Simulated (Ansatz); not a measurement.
Relaxation of CH₇FMgO (11 atoms, charge 0, multiplicity 1), to a largest force component of 0.03 eV/Å in at most 50 steps.

All numbers below come from RKS r2SCAN-D4/def2-SVP (Ansatz 0.2.0).

```xyz
11
Properties=species:S:1:pos:R:3
Mg -0.655 0.434 0.066
H 0.894 -1.491 1.803
C -1.094 -0.651 -1.666
H 1.022 1.582 1.458
F -1.121 1.309 1.719
H 1.115 -0.855 1.606
O 1.223 1.182 0.593
H -0.229 -1.215 -2.059
H -1.906 -1.386 -1.519
H -1.423 0.013 -2.487
H 2.175 1.077 0.486
```

Q: Where does it end, and by what steps?

A: The run converged. After 20 steps the energy has fallen by 0.282 eV; H6 moved furthest, 0.83 Å.

```csv
step,energy less start (eV),largest force component (eV/Å),accepted
0,0.0000,2.254,yes
1,-0.1807,0.840,yes
2,-0.2082,0.587,yes
3,-0.2144,0.565,yes
4,-0.2225,0.306,yes
5,-0.2326,0.123,yes
6,-0.2369,0.457,yes
7,-0.2454,0.297,yes
8,-0.2561,0.274,yes
9,-0.2168,1.336,no
10,-0.2631,0.205,yes
11,-0.2725,0.099,yes
12,-0.2783,0.140,yes
13,-0.2798,0.060,yes
14,-0.1565,1.553,no
15,-0.2811,0.115,yes
16,-0.2815,0.088,yes
17,-0.2816,0.093,yes
18,-0.2543,0.706,no
19,-0.2818,0.081,yes
20,-0.2822,0.030,yes
```

```xyz
11
Properties=species:S:1:pos:R:3
Mg -0.421 0.347 0.161
H 0.623 -1.666 1.343
C -1.004 -0.693 -1.554
H 0.932 1.737 1.292
F -0.679 1.057 1.828
H 0.412 -1.184 1.893
O 1.267 1.547 0.382
H -0.163 -1.239 -2.021
H -1.786 -1.449 -1.356
H -1.410 -0.031 -2.340
H 2.229 1.575 0.371
```

Whether the end is a true minimum wasn't checked by a vibrational analysis.

The run took 56 s on 2 threads of Arm Neoverse V2 (shared host), peak memory 0.17 GiB.
